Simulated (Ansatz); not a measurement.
```yaml
crystal:
  periodic: [false, false, false]
  atoms:
    - {symbol: N, position_ang: [-3.138644, 2.266683, -0.551658]}
    - {symbol: Hf, position_ang: [0.233484, 0.340878, 0.043008]}
    - {symbol: N, position_ang: [-0.691754, -3.239889, 2.021080]}
    - {symbol: N, position_ang: [1.614166, -1.462226, -3.507672]}
    - {symbol: N, position_ang: [2.954186, 2.242785, 1.662765]}
    - {symbol: H, position_ang: [-4.930087, 1.578655, 0.453400]}
    - {symbol: H, position_ang: [-3.440597, 2.748241, -2.286710]}
    - {symbol: H, position_ang: [-0.551103, -4.928833, 1.595777]}
    - {symbol: H, position_ang: [-0.859276, -2.865359, 4.071455]}
    - {symbol: H, position_ang: [0.361696, -1.951847, -5.157489]}
    - {symbol: H, position_ang: [2.282887, -1.576524, -3.487807]}
    - {symbol: H, position_ang: [4.617116, 1.748618, 2.102595]}
    - {symbol: H, position_ang: [2.832532, 4.259358, 1.776235]}
basis:
  gaussian: {orbitals: def2-SVP}
hamiltonian: {xc: {name: SVWN5}}
scf: {lower_state_search: light}
output: {forces: true}
```

```sh
$ ansatz run in.yaml --threads 2 --pin off --events-out ev --progress --plain --max-ram 20480MiB --backend cpu
```

Output, abridged:

```
Functional definition: SVWN5
1466 factors; their error is unknown
mean field evaluation 1: about -7187.1267 eV, gradient 1.7e2 eV
mean field evaluation 2: about -5979.1994 eV, gradient 3.5e2 eV
mean field evaluation 4: about -6509.2833 eV, gradient 3.3e2 eV
mean field evaluation 8: about -7289.0046 eV, gradient 1.1e1 eV
mean field evaluation 16: about -7290.5199 eV, gradient 9.6e-2 eV
mean field evaluation 32: about -7290.4181 eV, gradient 1.7e-5 eV
mean field -7290.41809569 eV, -267.9179233937 hartree, gradient 3.2e-6 eV, S^2 0.000000; 10 other end points of the search recorded, 0 dependent functions left out
reference -7290.41818520 eV, -267.9179266831 hartree; 24, 24 occupied and 104, 104 virtual orbitals, 1466 factors
Total energy: -7290.41818520 eV, -267.9179266831 hartree
Atom 0 at    -3.138644     2.266683    -0.551658 Å, force    -1.730556     0.134856    -1.872950 eV/Å
Atom 1 at     0.233484     0.340878     0.043008 Å, force     0.121718     0.312638    -0.045845 eV/Å
Atom 2 at    -0.691754    -3.239889     2.021080 Å, force     0.031643    -2.557892     1.192869 eV/Å
Atom 3 at     1.614166    -1.462226    -3.507672 Å, force   -54.842006     9.116788    -1.303205 eV/Å
Atom 4 at     2.954186     2.242785     1.662765 Å, force     2.332492     1.289182     0.864076 eV/Å
Atom 5 at    -4.930087     1.578655     0.453400 Å, force     2.117979     0.777433    -1.539808 eV/Å
Atom 6 at    -3.440597     2.748241    -2.286710 Å, force     0.328534    -1.227775     3.578484 eV/Å
Atom 7 at    -0.551103    -4.928833     1.595777 Å, force    -0.279587     3.788687     1.404948 eV/Å
Atom 8 at    -0.859276    -2.865359     4.071455 Å, force     0.306928    -0.881201    -2.802601 eV/Å
Atom 9 at     0.361696    -1.951847    -5.157489 Å, force     2.100872     0.523692     1.916046 eV/Å
Atom 10 at     2.282887    -1.576524    -3.487807 Å, force    52.597880    -9.480134    -0.164617 eV/Å
Atom 11 at     4.617116     1.748618     2.102595 Å, force    -3.540573     1.369217    -1.056942 eV/Å
Atom 12 at     2.832532     4.259358     1.776235 Å, force     0.454676    -3.165493    -0.170455 eV/Å
Dipole moment:     0.313883    -0.126030    -0.146009 e Å
```

What is wrong with this run?

The coordinates are in bohr but typed as ångström. The calculation finished and met its thresholds. The result belongs to that input, not to the molecule as meant.
